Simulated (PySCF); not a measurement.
## Stretching SiGe⁺

Set-up: basis Si def2-SVP, Ge def2-SVP; no relativity; PySCF 2.14. Energies in eV from Si + Ge⁺ in their ground configurations at the same level. State: ⁴Σ⁻ (quartet), unpaired electrons σ ↑, π ↑↑.

All columns are UHF. A positive dipole points towards Ge; it is taken about the centre of mass and depends on that origin.

```csv
R (Å),E (eV),μ (D),Mulliken charge on Si (basis-dependent),HOMO (eV),LUMO (eV),Mayer bond order,⟨S²⟩
2.025,-1.051,-1.91,0.50,-15.89,-6.46,1.83,3.76
2.119,-1.535,-2.00,0.50,-15.45,-6.45,1.78,3.76
2.214,-1.790,-2.05,0.49,-15.05,-6.41,1.73,3.76
2.284,-1.871,-2.08,0.49,-14.77,-6.38,1.70,3.76
2.355,-1.881,-2.09,0.49,-14.51,-6.33,1.68,3.76
2.426,-1.838,-2.10,0.48,-14.27,-6.28,1.65,3.76
2.520,-1.719,-2.12,0.48,-13.97,-6.21,1.63,3.76
2.638,-1.504,-2.14,0.47,-13.63,-6.32,1.60,3.76
2.779,-1.193,-2.12,0.46,-13.27,-6.52,1.57,3.76
2.967,-0.757,-1.25,0.37,-12.89,-6.72,1.37,3.77
```

A fit through these points gives, at Re = 2.331 Å, μ = -2.09 D and dμ/dR = -0.216 D/Å; the reduced mass is 20.3 u.

**Question.** How strong is the fundamental in the double-harmonic approximation, I = 42.26·(dμ/dR)²/μred km/mol?

**Answer.** I = 42.26·(-0.216)²/20.3 = 0.0971 km/mol at UHF.

Spin–orbit coupling is left out. For an ion De counts to the pair picked by the measured ionisation energies or electron affinities, which need not be the lowest pair at this level. Hartree–Fock leaves out correlation, which carries a large part of most bond energies and some tenths to 1 eV of ionisation energies. The state was picked by a PBE0 search and need not be the measured ground state.
